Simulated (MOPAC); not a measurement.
Job for MOPAC: AM1 on CH4BFO (SMILES CB(O)F), a point of a torsion scan.

```
AM1 1SCF PRECISE CHARGE=0 THREADS=1
CH4BFO

C     -0.90081653 1    -0.18853384 1    -0.04817356 1
B      0.54379981 1     0.47014783 1    -0.00952133 1
O      1.61888232 1     0.09384708 1    -0.70850367 1
F      0.74627634 1     1.51358311 1     0.79590935 1
H     -1.64716527 1     0.55075242 1    -0.32921517 1
H     -0.97657782 1    -1.02292794 1    -0.74004674 1
H     -1.18060116 1    -0.54517270 1     0.94039719 1
H      1.52732575 1    -0.64969666 1    -1.30122038 1
```

Program output:

```
*******************************************************************************
 **                                                                           **
 **                              MOPAC v23.2.5                                **
 **                                                                           **
 *******************************************************************************
 ** MOPAC's Digital Object Identifier: https://doi.org/10.5281/zenodo.6511958 **
 **                                                                           **
 ** Please cite the open-source release paper for use of this MOPAC version:  **
 ** J. E. Moussa and J. J. P. Stewart (2026)                                  **
 ** MOPAC: An open-source semiempirical molecular orbital program             **
 ** J. Open Source Softw., 11(119), 8025, https://doi.org/10.21105/joss.08025 **
 *******************************************************************************

                              AM1 CALCULATION RESULTS

 *******************************************************************************
 *  AM1        - The AM1 Hamiltonian to be used
 *
 *
 *
 *                 CHARGE ON SYSTEM = 0
 *
 *
 *
 *  PRECISE    - TIGHTER CRITERIA TO BE USED
 *  1SCF       - DO 1 SCF AND THEN STOP
 *  THREADS=1  - MULTI-THREADING NOT USED
 *  T=         - A TIME OF 172800.0 SECONDS REQUESTED
 *  DUMP=N     - RESTART FILE WRITTEN EVERY 7200.0 SECONDS REQUESTED
 *******************************************************************************
AM1 1SCF PRECISE CHARGE=0 THREADS=1
 CH4BFO

   ATOM   CHEMICAL          X               Y               Z
  NUMBER   SYMBOL      (ANGSTROMS)     (ANGSTROMS)     (ANGSTROMS)

     1       C         -0.90081653  *  -0.18853384  *  -0.04817356  *
     2       B          0.54379981  *   0.47014783  *  -0.00952133  *
     3       O          1.61888232  *   0.09384708  *  -0.70850367  *
     4       F          0.74627634  *   1.51358311  *   0.79590935  *
     5       H         -1.64716527  *   0.55075242  *  -0.32921517  *
     6       H         -0.97657782  *  -1.02292794  *  -0.74004674  *
     7       H         -1.18060116  *  -0.54517270  *   0.94039719  *
     8       H          1.52732575  *  -0.64969666  *  -1.30122038  *



          CARTESIAN COORDINATES

    NO.       ATOM           X           Y           Z

     1         C         -0.9008     -0.1885     -0.0482
     2         B          0.5438      0.4701     -0.0095
     3         O          1.6189      0.0938     -0.7085
     4         F          0.7463      1.5136      0.7959
     5         H         -1.6472      0.5508     -0.3292
     6         H         -0.9766     -1.0229     -0.7400
     7         H         -1.1806     -0.5452      0.9404
     8         H          1.5273     -0.6497     -1.3012

  H: (AM1): M.J.S. DEWAR ET AL, J. AM. CHEM. SOC. 107 3902-3909 (1985)
  B: (AM1): M.J.S. DEWAR ET AL, ORGANOMETALLICS, 7, 513-521 (1988)
  C: (AM1): M.J.S. DEWAR ET AL, J. AM. CHEM. SOC. 107 3902-3909 (1985)
  O: (AM1): M.J.S. DEWAR ET AL, J. AM. CHEM. SOC. 107 3902-3909 (1985)
  F: (AM1): M.J.S. DEWAR AND E. G. ZOEBISCH, THEOCHEM, 180, 1 (1988).

           Empirical Formula: C H4 O B F  =     8 atoms



      MOLECULAR POINT GROUP   :   Cs


      RHF CALCULATION, NO. OF DOUBLY OCCUPIED LEVELS = 12


 -------------------------------------------------------------------------------
 AM1 1SCF PRECISE CHARGE=0 THREADS=1
 CH4BFO



     1SCF WAS SPECIFIED, SO BFGS WAS NOT USED
     SCF FIELD WAS ACHIEVED


                              AM1 CALCULATION
                                                       MOPAC v23.2.5 Linux




          FINAL HEAT OF FORMATION =       -178.65981 KCAL/MOL =    -747.51265 KJ/MOL


          COSMO AREA              =         94.00 SQUARE ANGSTROMS
          COSMO VOLUME            =         76.24 CUBIC ANGSTROMS

          IONIZATION POTENTIAL    =         11.851559 EV
          HOMO LUMO ENERGIES (EV) =        -11.852  2.199
          NO. OF FILLED LEVELS    =         12
          MOLECULAR WEIGHT        =         61.8504         POINT GROUP:  Cs

          MOLECULAR DIMENSIONS (Angstroms)

            Atom       Atom       Distance
            H     8    H     5     3.53034
            H     6    F     4     3.41931
            H     7    H     5     1.68315


          SCF CALCULATIONS        =          1





   ATOM   CHEMICAL          X               Y               Z
  NUMBER   SYMBOL      (ANGSTROMS)     (ANGSTROMS)     (ANGSTROMS)

     1       C         -0.90081653  *  -0.18853384  *  -0.04817356  *
     2       B          0.54379981  *   0.47014783  *  -0.00952133  *
     3       O          1.61888232  *   0.09384708  *  -0.70850367  *
     4       F          0.74627634  *   1.51358311  *   0.79590935  *
     5       H         -1.64716527  *   0.55075242  *  -0.32921517  *
     6       H         -0.97657782  *  -1.02292794  *  -0.74004674  *
     7       H         -1.18060116  *  -0.54517270  *   0.94039719  *
     8       H          1.52732575  *  -0.64969666  *  -1.30122038  *

                             CARTESIAN COORDINATES

   1    C       -0.900816530    -0.188533840    -0.048173560
   2    B        0.543799810     0.470147830    -0.009521330
   3    O        1.618882320     0.093847080    -0.708503670
   4    F        0.746276340     1.513583110     0.795909350
   5    H       -1.647165270     0.550752420    -0.329215170
   6    H       -0.976577820    -1.022927940    -0.740046740
   7    H       -1.180601160    -0.545172700     0.940397190
   8    H        1.527325750    -0.649696660    -1.301220380


           Empirical Formula: C H4 O B F  =     8 atoms



      MOLECULAR POINT GROUP   :   Cs


                  EIGENVALUES
 -49.27440 -38.01183 -29.97386 -21.81351 -17.78115 -16.35660 -16.00555 -14.81132
 -13.61197 -13.55025 -13.18330 -11.85156   2.19931   2.41955   4.00942   4.24141
   4.50805   4.96834   7.03230   7.45196


              NET ATOMIC CHARGES AND DIPOLE CONTRIBUTIONS

  ATOM NO.   TYPE          CHARGE      No. of ELECS.   s-Pop       p-Pop
    1          C          -0.304227        4.3042     1.23147     3.07276
    2          B           0.277979        2.7220     1.10292     1.61910
    3          O          -0.330460        6.3305     1.82173     4.50873
    4          F          -0.154196        7.1542     1.88660     5.26760
    5          H           0.093204        0.9068     0.90680
    6          H           0.074122        0.9259     0.92588
    7          H           0.093142        0.9069     0.90686
    8          H           0.250437        0.7496     0.74956
 DIPOLE           X         Y         Z       TOTAL
 POINT-CHG.    -0.856    -1.510    -0.963     1.985
 HYBRID        -0.377    -0.441    -0.236     0.626
 SUM           -1.233    -1.951    -1.198     2.600


          ATOMIC ORBITAL ELECTRON POPULATIONS

     Atom    s        px        py        pz
    1  C   1.23147   1.01809   1.02282   1.03186
    2  B   1.10292   0.64652   0.50932   0.46326
    3  O   1.82173   1.48224   1.48925   1.53724
    4  F   1.88660   1.93938   1.61321   1.71501
    5  H   0.90680
    6  H   0.92588
    7  H   0.90686
    8  H   0.74956

 **********************
 *                    *
 * JOB ENDED NORMALLY *
 *                    *
 **********************




 == MOPAC DONE ==
```

The run finished.

Cost: around 0.04 core-seconds (rough).
